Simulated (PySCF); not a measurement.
Sn(H)3(vinyl) (C2H6Sn), SMILES C=[CH][SnH3].

Coordinates come from a r2SCAN-D4/def2-SVP optimisation. The def2 effective core potentials stand for the cores of Sn; spin–orbit coupling is left out.

These are B3LYP/def2-TZVPD (PySCF) values and carry that method's errors.

```
Quantity                                                                                                        Value
---------------------------------------------------------------------------------------------  ----------------------
total energy                                                                                       -294.17219 hartree
point group                                                                                                        Cs
highest occupied level                                                                                       -7.66 eV
lowest empty level                                                                                           -0.65 eV
orbital gap                                                                                                   7.01 eV
dipole moment                                                                                                  0.57 D
quadrupole, principal values (traceless, Buckingham form, about the centre of nuclear charge)   -3.39, 1.32, 2.08 D·Å
mean static polarisability                                                                      70.1 bohr³ (10.39 Å³)
polarisability, principal values                                                               58.3, 64.3, 87.7 bohr³
```
